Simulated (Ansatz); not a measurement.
Relaxation of AlClFH₃O (7 atoms, charge 0, multiplicity 1), to a largest force component of 0.03 eV/Å in at most 50 steps.

All numbers below come from Ansatz, RHF/def2-SVP.

```xyz
7
Properties=species:S:1:pos:R:3:forces:R:3
Al -0.067 0.552 -0.357 0.12 1.38 0.61
H 0.052 -0.025 2.336 -0.11 -1.53 0.32
F 1.311 -0.258 -0.726 -0.01 0.00 0.01
O -1.576 -0.083 -0.632 0.00 0.00 0.00
H -1.918 -0.893 -0.966 0.01 0.01 0.00
Cl 0.128 2.577 0.426 -0.13 -1.15 -0.78
H 0.101 0.664 2.160 0.11 1.29 -0.16
```

Question: Where does it end, and by what steps?

Answer: The run converged. After 12 steps the energy has fallen by 0.194 eV; H2 moved furthest, 0.41 Å.

```tsv
step	energy less start (eV)	largest force component (eV/Å)	accepted
0	0.0000	1.526	yes
1	-0.1375	1.207	yes
2	-0.1669	0.308	yes
3	-0.1611	0.377	no
4	-0.1731	0.166	yes
5	-0.1776	0.122	yes
6	-0.1815	0.244	yes
7	-0.1856	0.343	yes
8	-0.1887	0.384	yes
9	-0.1909	0.301	yes
10	-0.1927	0.223	yes
11	-0.1936	0.091	yes
12	-0.1939	0.029	yes
```

```xyz
7
Properties=species:S:1:pos:R:3
Al -0.057 0.655 -0.241
H 0.015 -0.216 1.976
F 1.316 -0.222 -0.458
O -1.554 -0.025 -0.509
H -1.859 -0.875 -0.772
Cl 0.117 2.702 0.112
H 0.054 0.513 2.133
```

Run time: 21 s on 1 thread of Arm Neoverse V1, on a shared host, peak memory 0.14 GiB.
